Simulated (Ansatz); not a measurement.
Species: sum formula SiH2Cl2, net charge -1, doublet state. 
Geometry from a B3LYP-D3(BJ)/def2-TZVP (Ansatz, an electronic-structure program) optimisation:
```
Si
H 1 1.4907
H 1 1.4907 2 107.77
Cl 1 2.3298 2 94.92 3 96.77
Cl 1 2.3298 2 94.92 3 -96.77
```
Charge -1, spin multiplicity 2.

Parts of the frozen-core correlation energy in 6-31G (Ansatz, hartree). Frozen orbitals: 15; correlated occupied orbitals by spin: 11 and 10; virtual: 17 and 18. Open shells are spin-unrestricted. No spin-orbit coupling. Non-relativistic.

```
term                             value
-------------------------  -----------
reference (HF)             -1209.07003
MP2 opposite-spin             -0.10191
MP2 same-spin                 -0.02689
CCSD correlation              -0.15476
(T)                           -0.00250
T1 diagnostic                    0.011
largest doubles amplitude        0.033
<S^2> of the reference           0.756
```
